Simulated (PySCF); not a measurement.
Assigning NMR signals

Atom-mapped SMILES (the numbers label the heavy atoms): `[CH3:1][O:2][C:3]1=[O+:4][BH2-:5][O:6][CH:7]=[CH:8]1` (H(Xn): hydrogen on atom n).

Computational details: J: B3LYP/pcJ-1 (spin–dipole term only in couplings to heteroatoms), shielding tensors at PBE0/pcSseg-1 (GIAO), structure optimised with PBE0-D3(BJ)/def2-SVP, in PySCF 2.14.0 with density-fitted response routines (no relativistic terms, one computed conformer, in vacuum, fast rotation and ring inversion assumed for equivalent nuclei).

δ = σ(ref) − σ, references computed at the same level: $^{13}$C, $^{1}$H against TMS.

Task: Assign these signals to the numbered atoms. $^{13}$C{$^{1}$H} NMR (computed): δ 184.1, 180.2, 90.7, 54.1.

Result: 
| δ (ppm) | atoms | environment | reason |
| --- | --- | --- | --- |
| 184.1 | C7 | alkene carbon bearing oxygen | an sp2 carbon further deshielded by the attached heteroatom |
| 180.2 | C3 | ester carbonyl carbon | lone-pair donation from the attached heteroatom keeps it upfield of a ketone carbonyl |
| 90.7 | C8 | β carbon of an enol-ether or enamine type C=C | the O or N lone pair pushes π density onto this β carbon and shields it |
| 54.1 | C1 | methyl carbon bonded to O | the inductive effect lowers its shielding |

Task: Assign these signals to the numbered atoms. $^{1}$H NMR (500 MHz, computed): δ 7.62 (d, J = 5.0 Hz, 1H), 5.08 (d, J = 5.0 Hz, 1H), 3.78 (br, 2H), 3.77 (s, 3H).

Result: 
| δ (ppm) | atoms | environment | reason |
| --- | --- | --- | --- |
| 7.62 | H(C7) | hydrogen on an alkene carbon bearing oxygen | attached to an sp2 carbon and in the plane of the double bond |
| 5.08 | H(C8) | hydrogen on a β carbon of an enol-ether or enamine type C=C | lone-pair donation from O or N shields it, upfield of ordinary alkene protons |
| 3.78 | H(B5) | hydrogen on a boron bonded to 2 O, in a 6-membered ring | – |
| 3.77 | H(C1) | hydrogen on a methyl carbon bonded to O | its carbon carries O, hence the downfield position |

H(B5) and H(C1) lie closer than the usual error of such a calculation, so a measured spectrum could show them in the other order.

Hydrogens on boron are broadened and split by $^{11}$B (spin 3/2, 80 %) and 10B (spin 3). Splittings below 1 Hz are ignored in the labels, and close J values are merged. Unscaled 3J(H,H) at this level run about 10 % above measured values. Shifts are as computed. Against solution values, carbons near 30 ppm lie about +2 ppm off and those near 130 ppm about +5 ppm. Of 1309 compounds with measured shifts, 239 miss one by over three times the rms of a fit or turn the order of signals round; such compounds aren't used in these exercises.
